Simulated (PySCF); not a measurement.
**EPR parameters of C6H9O**

Compound: C6H9O (doublet state).
Geometry (GFN2-xTB, Å), atoms numbered from 1 in this order:
```
atom  x, y, z in Å
C1     2.055    1.094   -0.748
C2     1.191    0.192   -1.195
C3     0.116   -0.433   -0.401
C4    -0.048   -1.795   -0.519
C5    -0.702    0.355    0.411
C6    -1.799   -0.195    1.259
O7    -0.622    1.711    0.447
H8     2.062    1.437    0.275
H9     2.829    1.494   -1.382
H10    1.275   -0.170   -2.212
H11    0.598   -2.369   -1.156
H12   -0.797   -2.329    0.032
H13   -2.569   -0.663    0.644
H14   -2.245    0.618    1.826
H15   -1.417   -0.947    1.949
H16    0.066    2.010   -0.165
```

The hyperfine couplings belong to this conformer and change with its torsions.

As a line formula: `C=CC(=C)[C](C)O` [radical].

Computed with UKS B3LYP, pcH-1 on C H O, non-relativistic, mean-field spin-orbit, GIAO in PySCF. Isolated species at its GFN2-xTB geometry (one conformer only). The geometry wasn't refined by DFT: couplings that depend on bond lengths, twists or pyramidal angles can differ widely from those at the functional's own minimum. The frame is twisted about the C2–C3 bond at this geometry (dihedral H10–C2–C3–C4 = 42°); couplings at other torsion angles weren't computed. Stability of the SCF solution: not tested. ⟨S²⟩ is 0.774 where a pure state has 0.75.

- g1, g2, g3: 2.00212, 2.00312, 2.00376
- g_iso: 2.00300
- Form of g: rhombic: the two nearest values differ by 39 % of g3 − g1
- ⟨S²⟩: 0.7741 (exact 0.7500)
- α and β electrons: 27, 26
- HOMO–LUMO gap, α and β orbitals: 3.72, 5.14 eV

Hyperfine couplings atom by atom, in MHz; T1 to T3 are the principal values of the dipolar part:

| atom | isotope | a_iso | T1 | T2 | T3 | Mulliken spin population |
| --- | --- | --- | --- | --- | --- | --- |
| C1 | 13C | -7.9 | -6.0 | 2.5 | 3.5 | -0.04 |
| C2 | 13C | 7.3 | -2.3 | -0.6 | 2.9 | 0.03 |
| C3 | 13C | -43.2 | -20.8 | 8.0 | 12.8 | -0.21 |
| C4 | 13C | 50.8 | -48.6 | -46.9 | 95.6 | 0.66 |
| C5 | 13C | 52.6 | -48.2 | -47.6 | 95.9 | 0.52 |
| C6 | 13C | -19.1 | -0.7 | -0.5 | 1.1 | -0.05 |
| O7 | 17O | -14.9 | -47.8 | 23.1 | 24.7 | 0.10 |
| H8 | 1H | 2.9 | -3.3 | -1.4 | 4.7 | 0.00 |
| H9 | 1H | 2.7 | -0.9 | -0.2 | 1.1 | 0.00 |
| H10 | 1H | -7.3 | -2.3 | -0.7 | 3.0 | 0.00 |
| H11 | 1H | -39.6 | -24.1 | 0.2 | 23.8 | -0.03 |
| H12 | 1H | -38.1 | -21.0 | -0.4 | 21.4 | -0.03 |
| H13 | 1H | 52.6 | -3.7 | -1.6 | 5.3 | 0.03 |
| H14 | 1H | 1.9 | -2.8 | -2.8 | 5.6 | 0.00 |
| H15 | 1H | 40.3 | -3.8 | -1.6 | 5.4 | 0.02 |
| H16 | 1H | -8.4 | -8.7 | -6.3 | 15.0 | 0.00 |

The largest Mulliken spin populations are on C4 (+0.66), C5 (+0.52), C3 (-0.21) and O7 (+0.10). The positive populations add up to 1.35 and the negative ones to -0.35, together 2S = 1. The angles at C4 add up to 360.0°, so it is planar.

C5, the radical centre as drawn in `C=CC(=C)[C](C)O`, holds a spin population of +0.52 out of 1.

Axes: g2 points within 6° of the C5–O7 bond.

Under fast tumbling the dipolar parts average out, and these isotropic splittings remain (the largest six): 1 × 1H (H11, I = 1/2, 2 lines) with 1.41 mT, 1 × 1H (H12, I = 1/2, 2 lines) with 1.36 mT, 3 × 1H (H13/H14/H15, I = 1/2, 4 lines) with 1.13 mT, 1 × 1H (H16, I = 1/2, 2 lines) with 0.30 mT, 1 × 1H (H10, I = 1/2, 2 lines) with 0.26 mT and 1 × 1H (H8, I = 1/2, 2 lines) with 0.10 mT.

Class means assume fast exchange of nuclei equivalent by connectivity; if that motion is slow, each nucleus keeps its own coupling. The three 1H nuclei of mean +31.6 MHz run from 1.9 to 52.6 MHz in the frozen geometry.

The 13C coupling of C5 (52.6 MHz) shows only in satellite lines or after enrichment, since that isotope makes up about 1.07 % of natural carbon.

The 17O coupling of O7 (-14.9 MHz) shows only in satellite lines or after enrichment, since that isotope makes up about 0.038 % of natural oxygen.
